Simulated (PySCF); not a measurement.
**Steps of a relaxation of BiH5**

BiH5 (singlet; a saddle point, relaxed within its symmetry). PySCF 2.14.0, RKS PBE0, Bi def2-SVP with ECP60, H def2-SVP; non-relativistic Hamiltonian with scalar-relativistic core potentials where named; density fitting; no spin-orbit coupling. Origin of the start: template. Columns: position (Å) and force (eV/Å). Energies are counted from the last step; some of the 6 steps are shown. Forces carry noise of the integration grid, about 0.01 to 0.03 eV/Å.

Run from Python with OMP_NUM_THREADS=2. Where DIIS fails, smearing, a level shift and second-order steps follow.
It took 3.9 s on 2 threads of Arm Neoverse V2 (shared host), from the converged density of the start.

```xyz
6
step 0  E = 1.037 eV
Bi    0.0000    0.0000   -0.0009     0.00    0.00    0.68
H     0.0000    0.0000    2.0391     0.00    0.00   -2.28
H     1.9866    0.0000   -0.4644    -1.36    0.00    0.40
H     0.0000    1.9866   -0.4644     0.00   -1.36    0.40
H    -1.9866    0.0000   -0.4644     1.36    0.00    0.40
H     0.0000   -1.9866   -0.4644     0.00    1.36    0.40
```

```xyz
6
step 2  E = 0.022 eV
Bi    0.0000    0.0000    0.0080     0.00    0.00   -0.78
H     0.0000    0.0000    1.7139     0.00    0.00    0.73
H     1.7929    0.0000   -0.3853     0.13    0.00    0.01
H     0.0000    1.7929   -0.3853     0.00    0.13    0.01
H    -1.7929    0.0000   -0.3853    -0.13    0.00    0.01
H     0.0000   -1.7929   -0.3853     0.00   -0.13    0.01
```

```xyz
6
step 3  E = 0.001 eV
Bi    0.0000    0.0000   -0.0192     0.00    0.00    0.10
H     0.0000    0.0000    1.7456     0.00    0.00   -0.14
H     1.8142    0.0000   -0.3864    -0.05    0.00    0.01
H     0.0000    1.8142   -0.3864     0.00   -0.05    0.01
H    -1.8142    0.0000   -0.3864     0.05    0.00    0.01
H     0.0000   -1.8142   -0.3864     0.00    0.05    0.01
```

Problem. Where does the relaxation end?

Solution. It converges at step 5 in C4v:
```xyz
6
step 5  E = 0
Bi    0.0000    0.0000   -0.0178
H     0.0000    0.0000    1.7366
H     1.8097    0.0000   -0.3845
H     0.0000    1.8097   -0.3845
H    -1.8097    0.0000   -0.3845
H     0.0000   -1.8097   -0.3845
```

Problem. How did the contacts change?

Solution. 
```tsv
contact	start (Å)	end (Å)
Bi1–H2 (H)	2.040	1.754
Bi1–H3 (H)	2.040	1.846
Bi1–H4 (H)	2.040	1.846
Bi1–H5 (H)	2.040	1.846
Bi1–H6 (H)	2.040	1.846
```
